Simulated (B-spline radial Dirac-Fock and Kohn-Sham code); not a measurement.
## 2p3/2 emission of Zr⁷⁺

System: zirconium as Zr⁷⁺ in the configuration [Ar] 3d10 4s2 4p3.

Calculated with an atomic code on a B-spline grid, using one-electron (LDA, Dirac) transition rates at Dirac-Fock energies.

```
 line  multipole  energy (eV)  width (meV)  share (%)
L3-M1         E1       1793.5         1.61       3.38
L3-M4         E1       2045.3         4.62       9.70
L3-M5         E1       2047.7         41.0       86.2
L3-N1         E1       2188.9        0.331      0.694
```

The listed lines hold 100.0 % of the radiative rate. The radiative width is 0.0476 eV in the length form and 0.0486 eV in the velocity form; the two differ because the transition energies are not eigenvalue differences of the potential that gave the orbitals.
